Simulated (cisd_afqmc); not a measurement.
Input (AFQMC/CISD/cc-pVDZ; cisd_afqmc is a phaseless AFQMC code with CISD trial states that reads the integrals written by Ansatz):

Ansatz 0.2 input:
```python
import cisd_afqmc

open("ham.yaml", "w").write("""\
crystal:
  periodic: [false, false, false]
  atoms:
    - {symbol: B, position_ang: [-0.88496449, -1.29870971, 0.22268217]}
    - {symbol: H, position_ang: [-1.87519220, -1.51529994, -0.39728966]}
    - {symbol: Br, position_ang: [0.18000042, 0.22882424, -0.02046061]}
basis:
  gaussian:
    orbitals: cc-pVDZ
magnetization: {spin_polarized: true, initial_magnetization: 1}
correlation: {method: ccsd, electrons: outside_noble_gas, hamiltonian_folder: ham}
""")
rep = cisd_afqmc.ansatz("ham.yaml")
e_ccsd = rep["correlation"]["coupled_cluster"]["energy"]["hartree"]
out = cisd_afqmc.run("ham", e_ccsd, trial="CISD", walkers=200, populations=8, threads=8, dt=0.005, steps=40, early=24, settle=10, least=32,
    cut=5e-5, rank_cut=2e-4, target=0.0004, seconds=1500, seed=1, memory=17280, gpu=False)
```

Output:

```
orbitals 31, occupied [6, 5], factors 164 of 492, rank of the doubles 157 of 280
E(HF) = -2597.613113
E(CCSD) on the cut factors = -2597.812958, shift to the whole factors -0.000005
Energy of the trial state on the determinant = -2597.812968
  tau behind 7.2 of longer steps, mean of the populations' last blocks
   2.0  -2597.81924
   4.0  -2597.81901
   6.0  -2597.81894
   8.0  -2597.81953
blocks 382 (1 outliers left out), error by blocks joined: 1: 0.00007, 2: 0.00009, 4: 0.00011, 8: 0.00013, 16: 0.00013
E(AFQMC/CISD) = -2597.81925 +/- 0.00013
```
